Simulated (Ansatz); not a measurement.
W(OH)2(H)4 (H6O2W), SMILES [OH][WH4][OH], multiplicity 1. Atoms are numbered in the order given.

```xyz
9

W      0.0000     0.0000     0.4882
O      1.7268     0.0000     1.2534
H      2.6384     0.0000     0.9447
O     -1.7268     0.0000     1.2534
H     -2.6384     0.0000     0.9447
H     -0.8828     0.0000    -0.9408
H      0.0000    -1.4439    -0.3605
H      0.0000     1.4439    -0.3605
H      0.8828     0.0000    -0.9408
```

Coordinates come from a PBE0-D3(BJ)/def2-SVP optimisation. The multiplicity is an assumed one; no other spin state was optimised. The structure was generated by enumeration; whether it is a known compound was not checked. The def2 effective core potentials stand for the cores of W; spin–orbit coupling is left out. The values are those of a single conformer.

Two levels are set side by side: PBE-D3(BJ)/def2-SVP (Ansatz, an electronic-structure program) and PBE0-D3(BJ)/def2-SVP (Ansatz). Each level has its own optimised geometry; the coordinates shown are those of the second. Differences are taken from unrounded values.

```json
[
 {"quantity": "mean bond length (Å)", "PBE0-D3(BJ)": "1.551", "PBE-D3(BJ)": "1.566", "PBE-D3(BJ) minus PBE0-D3(BJ)": "0.014"},
 {"quantity": "bond W1–O2 (Å)", "PBE0-D3(BJ)": "1.889", "PBE-D3(BJ)": "1.903", "PBE-D3(BJ) minus PBE0-D3(BJ)": "0.014"},
 {"quantity": "bond W1–O4 (Å)", "PBE0-D3(BJ)": "1.889", "PBE-D3(BJ)": "1.903", "PBE-D3(BJ) minus PBE0-D3(BJ)": "0.014"},
 {"quantity": "bond W1–H6 (Å)", "PBE0-D3(BJ)": "1.680", "PBE-D3(BJ)": "1.696", "PBE-D3(BJ) minus PBE0-D3(BJ)": "0.017"},
 {"quantity": "bond W1–H7 (Å)", "PBE0-D3(BJ)": "1.675", "PBE-D3(BJ)": "1.689", "PBE-D3(BJ) minus PBE0-D3(BJ)": "0.014"},
 {"quantity": "bond W1–H8 (Å)", "PBE0-D3(BJ)": "1.675", "PBE-D3(BJ)": "1.689", "PBE-D3(BJ) minus PBE0-D3(BJ)": "0.014"},
 {"quantity": "bond W1–H9 (Å)", "PBE0-D3(BJ)": "1.680", "PBE-D3(BJ)": "1.696", "PBE-D3(BJ) minus PBE0-D3(BJ)": "0.017"},
 {"quantity": "bond O2–H3 (Å)", "PBE0-D3(BJ)": "0.963", "PBE-D3(BJ)": "0.974", "PBE-D3(BJ) minus PBE0-D3(BJ)": "0.012"},
 {"quantity": "bond O4–H5 (Å)", "PBE0-D3(BJ)": "0.963", "PBE-D3(BJ)": "0.974", "PBE-D3(BJ) minus PBE0-D3(BJ)": "0.012"}
]
```

Exact exchange shortens and stiffens bonds; PBE has none. Differences between two approximate levels are no errors against the true value.
